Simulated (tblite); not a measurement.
Isomers of C5H11ClO2S. Computed values, GFN2-xTB/tblite, gas phase, harmonic and unscaled. Against measured fundamentals such values can be off by several per cent, at times by over 20. One conformer each.

Electronic energies: GFN2-xTB at the same geometries; isomer energies are rough at this level and their order can be wrong.

| SMILES | electronic energy, lowest = 0 (kcal/mol) |
| --- | --- |
| CCC(C)(C)S(=O)(=O)Cl | 0.0 |
| CC[C@H](C)CS(=O)(=O)Cl | 9.9 |
| CC(C)[C@@H](C)S(=O)(=O)Cl | 4.5 |
| CC(C)CCS(=O)(=O)Cl | 10.7 |

Task: How do GFN2-xTB zero-point energies change the relative energies?

Result: 
| SMILES | ZPE (kcal/mol) | of it from modes above 1550 cm⁻¹ | electronic (kcal/mol) | with ZPE, lowest = 0 (kcal/mol) | lowest mode (cm⁻¹) | rings |
| --- | --- | --- | --- | --- | --- | --- |
| CCC(C)(C)S(=O)(=O)Cl | 99.7 | 47.7 | 0.0 | 0.0 | 50 | 0 |
| CC(C)[C@@H](C)S(=O)(=O)Cl | 99.9 | 47.7 | 4.5 | 4.7 | 34 | 0 |
| CC[C@H](C)CS(=O)(=O)Cl | 100.0 | 47.6 | 9.9 | 10.1 | 43 | 0 |
| CC(C)CCS(=O)(=O)Cl | 99.9 | 47.5 | 10.7 | 10.9 | 31 | 0 |

The zero-point energies span 0.3 kcal/mol, from `CCC(C)(C)S(=O)(=O)Cl` to `CC[C@H](C)CS(=O)(=O)Cl`. The order is unchanged.

Task: What do entropy and thermal enthalpy add at 298.15 K and 1 bar (rigid rotor, harmonic oscillator, one conformer each)?

Result: 
```json
{"SMILES": "CCC(C)(C)S(=O)(=O)Cl", "point group": "C1", "symmetry number": "1", "S (cal/(mol K))": "103.8", "H − H(0) (kcal/mol)": "7.82", "ZPE + H − H(0) − TS (kcal/mol)": "76.6"}
{"SMILES": "CC(C)[C@@H](C)S(=O)(=O)Cl", "point group": "C1", "symmetry number": "1", "S (cal/(mol K))": "105.4", "H − H(0) (kcal/mol)": "7.82", "ZPE + H − H(0) − TS (kcal/mol)": "76.3"}
{"SMILES": "CC[C@H](C)CS(=O)(=O)Cl", "point group": "C1", "symmetry number": "1", "S (cal/(mol K))": "106.3", "H − H(0) (kcal/mol)": "7.75", "ZPE + H − H(0) − TS (kcal/mol)": "76.0"}
{"SMILES": "CC(C)CCS(=O)(=O)Cl", "point group": "C1", "symmetry number": "1", "S (cal/(mol K))": "107.1", "H − H(0) (kcal/mol)": "7.76", "ZPE + H − H(0) − TS (kcal/mol)": "75.7"}
```
